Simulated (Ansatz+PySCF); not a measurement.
The numbers below are computed, except where a source is named.
## AlCl4- → AlCl3 + Cl-

AlCl4- (charge -1, multiplicity 1):
```xyz
5

Al    0.0000    0.0000    0.0000
Cl    1.2486    1.2486    1.2486
Cl    1.2486   -1.2486   -1.2486
Cl   -1.2486    1.2486   -1.2486
Cl   -1.2486   -1.2486    1.2486
```

AlCl3 (charge 0, multiplicity 1):
```yaml
atoms:
  - { symbol: Al, position_ang: [0.0000, 0.0000, 0.0000] }
  - { symbol: Cl, position_ang: [2.0789, 0.0000, 0.0000] }
  - { symbol: Cl, position_ang: [-1.0395, 1.8004, 0.0000] }
  - { symbol: Cl, position_ang: [-1.0395, -1.8004, 0.0000] }
```

Shapes relaxed with PBE0/def2-SVP. Single points in def2-SVP with Ansatz (development build ahead of 0.2.0), no zero-point energy. Correlated methods freeze no orbital on H to Be, one on B to Mg, five on Al to Zn, nine on Ga to Sr.

```
              method  reaction energy
   CCSD (restricted)         4.239 eV
CCSD(T) (restricted)         4.248 eV
    MP2 (restricted)         4.272 eV
    PBE (restricted)         4.224 eV
   PBE0 (restricted)         4.250 eV
 r2SCAN (restricted)         4.281 eV
  wB97X (restricted)         4.289 eV
```

(1) What does HF (restricted) give?

Answers

(1) 4.041 eV. Caution: no diffuse functions for an anion.
